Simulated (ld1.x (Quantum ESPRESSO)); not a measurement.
## What one change does to a pseudopotential (Mg (Z = 12), TM)

ld1.x (Quantum ESPRESSO) 7.5 input, shortened:

```
&input
   title='Mg', zed=12., rel=0, dft='PW91', iswitch=3,
   config='[Ne] 3s1.5 3p0'
 /
 &inputp
   pseudotype=2, tm=.true., lloc=0,
   nlcc=.false.
 /
2
2P  2  1   6.00   0.00  0.75  0.75  0.0
2S  1  0   2.00   0.00  0.90  0.90  0.0
 &test
   configts(1)='2s2 2p6 3s1.5 3p0'
 /
```

Occupied shells without a wave of their own: 3s. They enter only through the test configuration that unscreens the potential.

Change: core correction a·sin(br)/r model core inside 0.46 bohr (3s counted twice).

Cutoffs: the cutoffs (Ry, on a coarse ladder) from which the occupation-weighted sum of valence levels, in a spherical-Bessel basis at the reference potential, stays within 10 and 1 mRy of its value at 400 Ry; they do not see the model core or the augmentation charge, which bear on the density cutoff. Errors are all-electron minus pseudo energies relative to the spin-unpolarised reference configuration.

**Question.** Predict the effect on cutoff, ghosts and configuration errors.

**Answer.** Of the 7 tests that both files solve, the error grows in 5 and shrinks in 2 by more than 15 % and 0.3 meV (median size 116.9 → 172.3 meV); neither file shows a bound ghost. In the changed file ld1.x takes every shell without a wave as core, so the model core holds the 3s electrons as well and exchange and correlation see them twice. This cancels in the reference configuration, but the file is broken for other ones, and its errors say nothing about a proper core correction. A model core, the more so a compact one, raises the density cutoff, which this test does not measure.

```tsv
quantity	base	changed
cutoff, loose	230 Ry	230 Ry
cutoff, tight	over 300 Ry	over 300 Ry
bound ghosts	none	none
largest miss of a reference level, eV	0.09	0.09
error for 2s2 2p6 3s2 3p0, meV [ΔE -3.16 eV]	+39	+2.1
error for 2s2 2p6 3s1 3p0, meV [ΔE 4.82 eV]	-54	-106
error for 2s2 2p6 3s0 3p0, meV [ΔE 19.87 eV]	-226	-784
error for 2s2 2p6 3s0 3p1, meV [ΔE 9.15 eV]	-157	-232
error for 2s2 2p5 3s2 3p0, meV [ΔE 55.58 eV]	+234	+172
error for 2s2 2p6 3s1 3p1, meV [ΔE 0.32 eV]	-33	-84
error for 2s2 2p6 3s0 3p2, meV [ΔE 3.99 eV]	-117	-241
s: phases at 1.00 bohr within 0.05 rad from the reference energy up to (Ry; the scan ends near 5)	to the end of the scan	to the end of the scan
p: phases at 1.00 bohr within 0.05 rad from the reference energy up to (Ry; the scan ends near 5)	to the end of the scan	to the end of the scan
```

Base: The 3s level has no wave, so the channel is fitted at the deeper level alone: the likely source of the large errors.
